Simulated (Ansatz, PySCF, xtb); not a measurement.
Noncovalent pair: CH4 (SMILES C) (first 5 atoms) with GeH4 (SMILES [GeH4]); geometry from B3LYP-D3(BJ)/def2-TZVP, rigid monomers moved along the line of their centres of mass till C1···Ge6 is 4.39 Å.
(charge 0, multiplicity 1):
```xyz
10

C      0.102    -0.069    -0.203
H     -0.575    -0.846     0.150
H      0.165    -0.109    -1.290
H     -0.275     0.907     0.102
H      1.091    -0.227     0.224
Ge    -0.132     0.089     4.173
H      0.479     1.399     3.656
H     -0.228     0.140     5.706
H      0.756    -1.091     3.756
H     -1.537    -0.091     3.580
```

Counterpoise-corrected where a basis set is named; no monomer relaxation. Rows marked so take none.

Rows in STO-3G carry no dispersion term and start afresh at each structure; the Pople sets are all-electron and without relativity.

The values were computed with Ansatz (a first-principles code); PySCF for STO-3G rows, the dispersion terms; xtb for the GFN methods. 

Problem. One of these levels gives -24.4 meV for the interaction energy. Which one is it?
A. B3LYP-D3(BJ)/def2-TZVPPD
B. GFN1-xTB
C. HF/STO-3G (no counterpoise)

Solution. A, B3LYP-D3(BJ)/def2-TZVPPD. The others give -103.4 (GFN1-xTB), 0.2 (HF/STO-3G (no counterpoise))
